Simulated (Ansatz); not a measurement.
Species: DCNQI `N#CN=C1C=CC(=NC#N)C=C1` with one electron added (charge -1, multiplicity 2), formula C8H4N4.

**Question.** How many basis functions does frozen-core CCSD(T)/def2-SVP // B3LYP-D3(BJ)/def2-SVP (Ansatz, an electronic-structure program) use, how many core orbitals are frozen, and how many electrons are correlated?

**Answer.** 188 basis functions and 12 frozen orbitals, which leaves 57 correlated electrons. Core time is of the order of hours.
